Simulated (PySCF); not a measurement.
Two species compared at the same levels of theory.

First species: C5H6N2OS.
SMILES: `c1(sc(nn1)C(C)=O)C`

Second species: C8H7F.
InChI=1S/C8H7F/c9-8-5-1-3-6(8)7(8)4-2-5/h1-7H/t5-,6+,7-,8-

Levels: PBE0/def2-SVPD for HOMO energy, LUMO energy, HOMO–LUMO gap and static isotropic polarisability; TDDFT PBE0/def2-SVPD for lowest singlet excitation; TDA PBE0/def2-SVPD for lowest triplet excitation (Tamm–Dancoff). Geometries: GFN2-xTB. Each structure is a single optimised conformer of the isolated species, non-relativistic unless stated; the electronic structure was computed with PySCF and density fitting.

Dipoles, sizes and rotational constants follow the conformer. The torsions of the flexible species, by atom-mapped SMILES:
- `[CH3:1][C:2](=[O:3])[c:4]1[n:5][n:6][c:7]([CH3:8])[s:9]1`: C1–C2–C4–N5 0°

The conformers of `F[C@@]12[C@H]3C=C[C@@H]1[C@@H]2C=C3` aren't listed.

Values for the first species:

```
HOMO energy                              : -7.78 eV
LUMO energy                              : -2.49 eV
HOMO–LUMO gap                            : 5.29 eV
Lowest singlet excitation                : 3.59 eV
Lowest triplet excitation (Tamm–Dancoff) : 3.14 eV
Static isotropic polarisability          : 94.2 au
```

(1) Estimate the same properties for the second species, and the change in each.

Results:

(1) 
```json
{"property": "HOMO energy", "first": "-7.78 eV", "second": "-6.70 eV", "second less first": "+1.08 eV"}
{"property": "LUMO energy", "first": "-2.49 eV", "second": "-0.20 eV", "second less first": "+2.29 eV"}
{"property": "HOMO–LUMO gap", "first": "5.29 eV", "second": "6.50 eV", "second less first": "+1.21 eV"}
{"property": "lowest singlet excitation", "first": "3.59 eV", "second": "5.52 eV", "second less first": "+1.93 eV"}
{"property": "lowest triplet excitation (Tamm–Dancoff)", "first": "3.14 eV", "second": "3.87 eV", "second less first": "+0.73 eV"}
{"property": "static isotropic polarisability", "first": "94.2 au", "second": "79.9 au", "second less first": "-14.3 au"}
```

On the first: The vertical singlet–triplet gap S1 − T1 is 0.45 eV (TDDFT singlet less Tamm–Dancoff triplet; S1: HOMO→LUMO, weight 0.64; T1: HOMO−1→LUMO, weight 0.54, beside HOMO→LUMO, weight 0.37). The polarisability is 13.96 Å³ as a volume (1 au = 0.148185 Å³), or 1.27 au for each of the 74 electrons.

On the second: The polarisability is 11.84 Å³ as a volume (1 au = 0.148185 Å³), or 1.25 au for each of the 64 electrons. No computed singlet falls in the visible range (750 to 380 nm, 1.65 to 3.26 eV); S1 lies 2.26 eV above its blue end.
